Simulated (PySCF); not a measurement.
Species: cis-Zr(PH3)2Cl4 (singlet state).
Geometry (PBE0-D3(BJ)/def2-SVP, Å), atoms numbered from 1 in this order:
```xyz
13
Cl4H6P2Zr angstrom
Zr    -1.0358   -0.0507   -0.9923
P     -0.7625   -0.4353    1.8060
H     -1.4995    0.4110    2.6712
H      0.5129   -0.2822    2.4115
H     -1.1002   -1.6943    2.3622
Cl    -0.7102    0.3549   -3.2909
P      1.7568    0.4602   -0.8556
H      2.4219    0.3993    0.3978
H      2.2244    1.7324   -1.2695
H      2.6411   -0.3664   -1.5927
Cl    -3.3101   -0.5065   -0.5731
Cl    -0.9666    2.2068   -0.1605
Cl    -0.1418   -2.2814   -0.8920
```

Computed, not measured: PBE0-D3(BJ)/def2-SVP geometry optimisation, gas phase, def2 core potentials past Kr in PySCF.

Task: Which atoms are bound to Zr1, and at what distances?

Result: 6 atoms: Cl6 2.357 Å, Cl11 2.357 Å, Cl13 2.405 Å, Cl12 2.407 Å, P2 2.838 Å, P7 2.842 Å. The nearest atom not counted as bound is H3, at 3.72 Å (others tie with it).

Task: List the angles at Zr1.

Result: 
```csv
angle,degrees,distance of the outer atoms (Å)
P7–Zr1–Cl11,167.0,5.17
P2–Zr1–Cl6,166.4,5.16
Cl12–Zr1–Cl13,147.6,4.62
Cl6–Zr1–Cl11,109.9,3.86
Cl11–Zr1–Cl13,99.9,3.65
Cl6–Zr1–Cl12,99.9,3.65
Cl6–Zr1–Cl13,98.6,3.61
Cl11–Zr1–Cl12,98.5,3.61
P2–Zr1–Cl11,83.8,3.49
P2–Zr1–P7,83.2,3.77
Cl6–Zr1–P7,83.1,3.47
P7–Zr1–Cl13,78.4,3.34
P2–Zr1–Cl13,78.3,3.33
P7–Zr1–Cl12,77.7,3.31
P2–Zr1–Cl12,77.5,3.30
```

Task: Describe the arrangement about Zr1 in numbers.

Result: The three widest angles are 167.0°, 166.4° and 147.6°, the others run from 77.5° to 109.9°. The Zr–Cl distances aren't all alike: 2.357 to 2.407 Å.

Task: What are the other bond lengths?

Result: P2–H3 and 5 like bonds 1.418 Å.

Task: What are the rotational constants (commonest isotopes, rigid rotor)?

Result: A = 610.6, B = 565.0, C = 523.1 MHz: an asymmetric top.

Charge 0, singlet. Not checked by PBE0-D3(BJ)/def2-SVP frequencies.
